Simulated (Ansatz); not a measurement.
`F[SiH2][SbH2]` + `[OH][GaH2]` → `[GaH2][O][SbH2]` + `F[SiH3]`  (cleavage of the Sb–Si bond)

Isolated molecules relaxed with PBE0-D4/def2-TZVP in Ansatz; ΔE leaves out vibrations. CCSD(T)/CBS is the MP2 limit (def2-TZVPP, def2-QZVPP) plus CCSD(T) − MP2 in def2-TZVPP, frozen cores. This one scheme is used for every species. Functionals use def2-TZVPP. Elements past krypton have def2 core potentials. For Ga, Sb outer-core shells are correlated without core-valence functions, which leaves a few kJ/mol of doubt a bond. Scalar relativity is left out up to krypton.

| level | ΔE (kJ/mol) | difference from CCSD(T)/CBS |
| --- | --- | --- |
| LDA (SPW92) | 47.2 | 22.2 |
| revPBE-D4 | 35.3 | 10.3 |
| r2SCAN-D4 | 31.0 | 6.0 |
| ωB97X-V | 23.7 | -1.3 |
| r2SCAN | 31.2 | 6.2 |
| r2SCANh | 33.2 | 8.2 |
| BHLYP | 22.0 | -3.0 |
| CCSD/def2-SVP | 26.1 | 1.1 |
| SCS-MP2/def2-TZVPP | 15.2 | -9.8 |
| CCSD/CBS(def2) | 25.3 | 0.3 |
| CCSD(T)/CBS | 25.0 | 0 |

Largest T1 diagnostic among the species: 0.016.

From r2SCAN to r2SCAN0 (25 % exact exchange), in def2-TZVPP and without D4, ΔE moves by +4.7 kJ/mol. In def2-TZVPP, CCSD(T) changes the Hartree–Fock value by +11.4 kJ/mol (the triples alone add −0.3 kJ/mol) and MP2 by +11.9 kJ/mol.
